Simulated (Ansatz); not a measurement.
Ansatz (a first-principles code) input (CCSD(T)/6-31G*):

Ansatz 0.2 input:
```yaml
crystal:
  periodic: [false, false, false]
  atoms:
    - {symbol: C, position_ang: [-1.99744989, -1.68476501, 0.86742014]}
    - {symbol: C, position_ang: [-1.30668188, -1.15720024, -0.39643493]}
    - {symbol: Si, position_ang: [-0.00345207, 0.13014200, -0.05753893]}
    - {symbol: Cl, position_ang: [-0.91201193, 1.80099683, 0.76416667]}
    - {symbol: Cl, position_ang: [0.84604830, 0.68581101, -1.86364471]}
    - {symbol: C, position_ang: [1.34869345, -0.42662240, 1.09668132]}
    - {symbol: C, position_ang: [2.08682860, -1.68478403, 0.62233918]}
    - {symbol: H, position_ang: [-1.28500348, -2.15789832, 1.54625363]}
    - {symbol: H, position_ang: [-2.75535376, -2.42912116, 0.61801608]}
    - {symbol: H, position_ang: [-2.48986182, -0.87952220, 1.41447886]}
    - {symbol: H, position_ang: [-0.82420836, -1.97353038, -0.94276547]}
    - {symbol: H, position_ang: [-2.03689710, -0.72147803, -1.08308458]}
    - {symbol: H, position_ang: [2.04526115, 0.40615604, 1.22249607]}
    - {symbol: H, position_ang: [0.89227937, -0.59272505, 2.07736921]}
    - {symbol: H, position_ang: [2.55367540, -1.52622950, -0.35083772]}
    - {symbol: H, position_ang: [1.40951474, -2.53613648, 0.52909295]}
    - {symbol: H, position_ang: [2.87196289, -1.96700608, 1.32561836]}
basis:
  gaussian:
    orbitals: 6-31G*
magnetization: {spin_polarized: false}
correlation: {method: ccsd_t, electrons: outside_noble_gas}
```

End of the output:

```
integrals: 0.33 GiB planned
1387 factors; integrals over basis functions are off by at most 4.8e-4 eV
0.91 GiB of device memory are held for the factors and their scratch space
mean field: 1.05 GiB planned
mean field evaluation 1: about -37148.7401 eV, gradient 3.2e1 eV
mean field evaluation 2: about -37148.8414 eV, gradient 3.3e1 eV
mean field evaluation 4: about -37151.8508 eV, gradient 3.3e0 eV
mean field evaluation 8: about -37151.8887 eV, gradient 1.2e-1 eV
mean field evaluation 16: about -37151.4191 eV, gradient 1.1e1 eV
mean field -37151.88875125 eV, -1365.3067291537 hartree, gradient 1.0e-6 eV, S^2 0.000000; 0 other end points of the search recorded, 0 dependent functions left out
19 core orbitals not correlated
reference -37151.88875125 eV, -1365.3067291537 hartree; 22, 22 occupied and 96, 96 virtual orbitals, 1387 factors
second order -23.49642073 eV of doubles, -0.00000000 eV of singles
coupled cluster: 2.93 GiB planned
cycle   1  -25.00507293 eV  change    -1.5e0 eV  update   1.0e-1
cycle   2  -25.63769022 eV  change   -6.3e-1 eV  update   2.9e-2
cycle   3  -25.73734452 eV  change   -1.0e-1 eV  update   1.1e-2
cycle   4  -25.73970579 eV  change   -2.4e-3 eV  update   2.4e-3
cycle   5  -25.73977475 eV  change   -6.9e-5 eV  update   6.7e-4
cycle   6  -25.73983054 eV  change   -5.6e-5 eV  update   1.8e-4
cycle   7  -25.73984501 eV  change   -1.4e-5 eV  update   5.1e-5
perturbative correction -0.72115851 eV, -0.0265020863 hartree
Total energy: -37178.34975476 eV, -1366.2791530968 hartree
```
